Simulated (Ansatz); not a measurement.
The cluster Si₂W. Charge 0, multiplicity 1. Geometry r2SCAN-D4/def2-TZVP; atoms count from 1.

```xyz
3

W    -0.843   -0.407   -0.814
Si   -0.409    1.018    0.859
Si    1.252   -0.612   -0.046
```

In the def2 sets W takes a core potential; there is no spin–orbit coupling. The restricted singlet is unstable: a solution with broken spin symmetry lies lower. At PBE0-D4/def2-TZVP a triplet of charge 0 lies 0.76 eV below the restricted singlet, each at its own geometry. The structure comes from a short search, and lower isomers may exist.

Q: Estimate the Mulliken populations from the PBE0/def2-TZVP orbitals of Ansatz.

A: 
| atom | charge (e) | d electrons |
| --- | --- | --- |
| W1 | 0.18 | 4.77 |
| Si2 | -0.09 | – |
| Si3 | -0.09 | – |
Mulliken values depend strongly on the basis.

Q: And the Mayer bond orders between heavy atoms (over 0.3)?

A: W1–Si2 2.36 (2.24 Å); W1–Si3 2.36 (2.24 Å); Si2–Si3 0.63 (2.50 Å).
